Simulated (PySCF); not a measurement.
Two-component Hartree-Fock for F⁺ (fluorine, charge +1)

Start: [He] 2s2 2p4; 2p1/2 filled at m_j = -1/2, +1/2; 2p3/2 filled at m_j = +1/2, +3/2. Calculated with PySCF 2.14 in x2c-TZVPall-2c with one added diffuse shell each of s, p, d type (6s4p3d1f, 40 functions): generalised Hartree-Fock with the X2C-1e Hamiltonian and a Gaussian nucleus; one run each with spin-orbit coupling (SO) switched off, then screened by Boettger's factors.

```tsv
spinor shell	electrons	ε, spin-free (eV)	ε, screened SO (eV)	weight of nominal j (screened SO)	rms radius, screened SO (bohr)
1s1/2	2	-739.18	-739.17	1.000	0.204
2s1/2	2	-59.850	-59.847	1.000	1.05
2p3/2	2	-39.386	-40.965	0.832	1.08
2p1/2	2	-39.386	-37.812	0.670	1.11
```

```csv
quantity,spin-free,screened SO
E (hartree),-98.92021,-98.92101
M_J,2,2
⟨J²⟩,6.007,6.007
⟨L²⟩,2.002,2.003
⟨S²⟩,2.004,2.004
```

Each row is a mean over spinors that exchange with the open shell spreads, by up to 11.073 eV (2s1/2).

Rows whose weight is well below 1 are mixtures of j = l ± 1/2: exchange outweighs spin-orbit coupling there, and the label is only the starting occupation.

Without spin-orbit coupling the j labels of p, d and f shells carry no meaning; the spin-free column gives the mean over the occupied spinors of each nl shell.
